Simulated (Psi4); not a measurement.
C$_{3}$H$_{7}$O, doublet, at a GFN2-xTB geometry. Base run: M06-2X/STO-3G run with Psi4.

Geometry (Å):
```xyz
11

O      0.0888     1.4162    -0.0233
C      0.0096     0.1414     0.2726
H      0.0110     0.1136     1.3971
C     -1.3201    -0.5440    -0.1188
C      1.2411    -0.7048    -0.1259
H     -1.3636    -0.6128    -1.2033
H      1.2696    -0.7781    -1.2106
H     -2.1629     0.0526     0.2194
H      2.1537    -0.2183     0.2074
H     -1.3820    -1.5407     0.3080
H      1.1802    -1.7015     0.3009
```
Charge 0, spin multiplicity 2.
Orbitals are unrestricted.
All else is at Psi4's defaults (density fitting; Cartesian or spherical functions as each basis is defined).

The base run was repeated with changes; each row names its change, and settings that it needs were set with it.

| change | basis functions | E (Eh) | dipole (D) | core-seconds (rough) |
|---|---|---|---|---|
| base | 27 | -191.20899 | 1.25 | 6 |
| basis = 3-21G | 50 | -192.51773 | 1.97 | 8 |
| basis = 6-31G | 50 | -193.53100 | 2.25 | 9 |
| basis = 6-31G* | 74 | -193.58062 | 1.93 | 10 |
| basis = 6-31+G* | 90 | -193.58844 | 2.18 | 20 |
| basis = 6-31G** | 95 | -193.58849 | 1.94 | 20 |
| basis = 6-311G** | 114 | -193.63896 | 2.01 | 20 |
| basis = def2-SVPD | 139 | -193.44708 | 2.18 | 30 |
| basis = aug-cc-pVDZ | 155 | -193.61068 | 2.13 | 50 |
| basis = def2-TZVP | 166 | -193.66131 | 2.08 | 40 |
| basis = cc-pVTZ | 218 | -193.65981 | 2.03 | 60 |
| basis = pcseg-2 | 218 | -193.66492 | 2.13 | 60 |
| basis = def2-TZVPP | 222 | -193.66403 | 2.08 | 60 |

Totals compare only among sets that treat the same electrons; sets with core potentials leave the core out.

Open shells are given as the SCF converged; they aren't shown to be the lowest states, and a large step between rows can be another state.
